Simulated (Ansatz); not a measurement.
Li6H7⁺. Total charge 1; triplet. Geometry PBE0-D4/def2-TZVP, that of the neutral doublet; atoms count from 1.

```xyz
13

Li    1.6723    0.6173   -0.1438
Li    0.0301    0.9331   -2.1858
Li   -2.4210   -1.0291   -0.4144
Li   -0.8556    0.8997    0.2273
Li    0.0411   -1.5382   -0.8911
Li   -0.8959   -1.3317    1.4774
H     0.4466    1.8142   -0.6829
H     2.7959    1.4587    1.3412
H     0.4987   -0.4689    0.6849
H    -1.2206   -0.1316   -1.4465
H     3.3426    1.2093    0.8878
H    -2.1443   -0.0735    1.0993
H    -1.2898   -2.3594    0.0465
```

At PBE0-D4/def2-TZVP a singlet of charge 1 lies 3.52 eV below the triplet at the same geometry. The structure comes from a short search, and lower isomers may exist.

Q: Estimate the Mulliken populations from the PBE0/def2-TZVP orbitals of Ansatz.

A: 
```csv
atom,charge (e),spin (α − β)
Li1,0.28,0.45
Li2,0.56,0.33
Li3,0.62,0.03
Li4,0.24,-0.14
Li5,0.32,0.23
Li6,0.60,0.03
H7,-0.26,0.36
H8,0.05,0.00
H9,-0.38,0.19
H10,-0.40,0.17
H11,0.03,0.01
H12,-0.33,0.17
H13,-0.32,0.16
```
Mulliken values depend strongly on the basis.

Q: Where does the spin sit?

A: Summed by element: Li 0.94, H 1.06, of 2 unpaired in all. Largest on single atoms: Li1 0.45, H7 0.36, Li2 0.33.
